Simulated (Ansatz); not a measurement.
Cost and result up the ladder for Si₁₆Bi (17 atoms). Charge 0, multiplicity 2. Geometry: r2SCAN-D4/def2-SVP.

```
atom    x (Å)    y (Å)    z (Å)
 Bi1   1.6785   4.0370  -0.1086
 Si2   0.6495  -1.5602  -1.1124
 Si3  -0.4445   0.0252   2.0320
 Si4  -1.8711  -0.1907  -1.7327
 Si5  -3.7582   0.1755  -0.1938
 Si6   2.0548   1.4060  -0.4368
 Si7  -1.0749  -2.1446   2.5181
 Si8  -2.1244  -1.4045   0.4895
 Si9  -1.8193   1.2661   0.6752
Si10  -0.3235   2.3845  -0.7564
Si11   1.8938   0.4988   1.8607
Si12   1.0331  -1.8959   1.3664
Si13   0.6942   0.5984  -2.1577
Si14   2.7959  -0.9646  -0.1195
Si15  -1.4717  -2.5329  -1.5649
Si16   3.2164  -1.5000   2.1797
Si17  -1.1287   1.8022  -2.9387
```

Ansatz on 2 threads of AMD EPYC 7R13 on a shared host and a share (18 GiB) of an NVIDIA H100 80GB HBM3. Times are rough, and most runs start from the orbitals of an earlier one. PBE0-D4/def2-TZVP serves as the yardstick here, not as an exact answer. Differences are given only for rows in sets of like size (and for xTB, whose basis is part of the method), since another set adds its own error. Binding counts from free atoms at the same level (Bi quartet, Si triplet; other spins of the atoms weren't run), without zero-point energy or a counterpoise term.

In the def2 sets Bi takes a core potential; there is no spin–orbit coupling. Correlated methods freeze 84 core orbitals; core or outer-core shells of Bi are correlated, in sets that lack core-valence functions. The rows differ in basis, and correlated rows in double-zeta sets carry the largest basis error. Single mean-field runs in def2-TZVP are fitted with def2-universal-jkfit. Another isomer (doublet) lies 0.73 eV lower at PBE0-D4/def2-TZVP; other spin states weren't run for this one.

Run but left out: MP2/def2-SVP (⟨S²⟩ 1.56, where a pure state has 0.75).

Correlated methods converge slowly with the basis, most of all in double-zeta sets.

```json
{"level": "PBE-D4/def2-TZVP (with forces)", "functions": "642", "binding energy per atom (eV)": "3.84", "difference from PBE0-D4/def2-TZVP (eV)": "0.13"}
{"level": "LDA (SPW92)/def2-TZVP", "functions": "642", "binding energy per atom (eV)": "4.31", "difference from PBE0-D4/def2-TZVP (eV)": "0.60"}
{"level": "PBE0-D4/def2-SVP", "functions": "314", "binding energy per atom (eV)": "3.65", "difference from PBE0-D4/def2-TZVP (eV)": "–"}
{"level": "RPA@PBE/def2-SVP", "functions": "314", "binding energy per atom (eV)": "2.88", "difference from PBE0-D4/def2-TZVP (eV)": "–"}
{"level": "PBE-D4/def2-SVP", "functions": "314", "binding energy per atom (eV)": "3.80", "difference from PBE0-D4/def2-TZVP (eV)": "–"}
{"level": "PBE0-D4/def2-TZVP", "functions": "642", "binding energy per atom (eV)": "3.71", "difference from PBE0-D4/def2-TZVP (eV)": "0.00"}
{"level": "r2SCAN-D4/def2-TZVP", "functions": "642", "binding energy per atom (eV)": "3.68", "difference from PBE0-D4/def2-TZVP (eV)": "-0.03"}
```

**Question.** Estimate how long each takes.

**Answer.** RPA@PBE/def2-SVP 5.5 s; PBE-D4/def2-SVP 6 s; LDA (SPW92)/def2-TZVP 6.5 s; PBE-D4/def2-TZVP (with forces) 7 s; PBE0-D4/def2-TZVP 8 s; PBE0-D4/def2-SVP 9.5 s; r2SCAN-D4/def2-TZVP 9.6 s. On shared hardware such times vary by a factor of up to 3.
